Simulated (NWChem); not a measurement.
Species: C₂H₇FOSi; SMILES OCC[SiH2]F

```xyz
12

O      0.7491    -2.0346     0.0946
C     -0.5771    -1.7155    -0.2664
C     -0.9674    -0.3272     0.2214
Si     0.4521     0.8729    -0.0698
F     -0.1559     2.3866     0.0201
H      0.7862    -2.1363     1.0522
H     -0.6001    -1.7433    -1.3674
H     -1.2899    -2.4870     0.0832
H     -1.8682     0.0435    -0.2965
H     -1.2117    -0.3345     1.2988
H      1.0215     0.7029    -1.4353
H      1.5096     0.7870     0.9748
```
Atoms are numbered in this order, from 1.

Program: NWChem. Pople sets run with spherical d functions. Coordinates come from a PBE0/def2-SVP optimisation. Not confirmed as a minimum by frequencies.

**Question.** Order these by “orbital gap (eV)”, lowest first: B3LYP/6-311++G**; B3LYP/6-31G*; B3LYP/STO-3G.

**Answer.** B3LYP/6-311++G** (7.50), B3LYP/6-31G* (8.52), B3LYP/STO-3G (11.41)
